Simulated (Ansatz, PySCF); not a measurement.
Species: InO₂ (charge 0, doublet). It need not be the lowest isomer of its formula. 
Geometry from a B3LYP-D3(BJ)/def2-TZVP (Ansatz, a program for electronic structure) optimisation:
SMILES: [In]([O])[O]
```xyz
3

In     0.0000     0.0000     0.0000
O      0.0000     0.0000    -1.8777
O      0.0000     0.0000     1.8777
```
Charge 0, spin multiplicity 2.

Total electronic energies in hartree. Cores are frozen in the correlated levels unless marked. Open shells are spin-unrestricted. Spin-orbit coupling is left out. Frozen are the shells of the preceding noble gas and the d and f shells that filled before the atom's block. In def2 rows, elements after Kr have scalar-relativistic effective core potentials. STO-3G rows are all-electron and non-relativistic. CBS marks a two-point X^-3 extrapolation of the correlation energy; Hartree-Fock from the larger set. [CCSD(T)-MP2]/basis is that difference in the basis named. The program attaches cautions to a run behind BHLYP-D4/def2-TZVPD: asymmetric forces. The program attaches cautions to a run behind BHLYP/def2-TZVPD: asymmetric forces. The program attaches cautions to a run behind CAM-B3LYP/def2-TZVPD: asymmetric forces. The program attaches cautions to a run behind LC-wPBE-D3(BJ)/def2-TZVPD: asymmetric forces.

The UHF reference is spin-contaminated (<S^2> 0.28 over the pure value in the largest basis). The T1 diagnostic of CCSD in the largest basis is 0.069, which is high, so the coupled-cluster rows are less sure than usual.

```csv
level,program,energy (Eh)
HF-D3(BJ)/def2-TZVPD,PySCF + dftd3,-338.88533
HF-D4/def2-TZVPD,PySCF + dftd4,-338.87683
RI-HF/def2-QZVPP,Ansatz,-338.88811
BLYP-D3(BJ)/def2-TZVPD,Ansatz + dftd3,-340.51157
BLYP/def2-TZVPD,Ansatz,-340.50844
revPBE/def2-TZVPD,Ansatz,-340.56303
TPSS/def2-TZVPD,PySCF,-340.49358
B97M-V/def2-TZVPD,Ansatz,-340.49434
B3LYP-D4/def2-TZVPD,Ansatz + dftd4,-340.60312
PBE0-D3(BJ)/def2-TZVP,Ansatz + dftd3,-340.36706
PBE0/def2-QZVPP,Ansatz,-340.37630
BHLYP-D4/def2-TZVPD,Ansatz + dftd4,-340.36514
BHLYP/def2-TZVPD,Ansatz,-340.36246
r2SCANh/def2-TZVPD,Ansatz,-340.50743
HSE06/def2-TZVPD,Ansatz,-340.36100
CAM-B3LYP/def2-TZVPD,Ansatz,-340.45325
LC-wPBE-D3(BJ)/def2-TZVPD,Ansatz + dftd3,-340.44941
RI-MP2/def2-QZVPP,Ansatz,-339.41080
"RI-MP2/CBS(def2-TZVPP,def2-QZVPP)",Ansatz,-339.4409
SCS-MP2/STO-3G,Ansatz,-5830.54975
CCSD/def2-TZVPPD,Ansatz,-339.38891
"RI-MP2/CBS(def2-TZVPPD,def2-QZVPPD)+[CCSD(T)-MP2]/def2-TZVPPD",Ansatz,-339.4870
"CCSD(T)/CBS(def2-TZVPP,def2-QZVPP)",Ansatz,-339.4839
```

Totals of different functionals don't rank their quality; only differences between species are comparable.
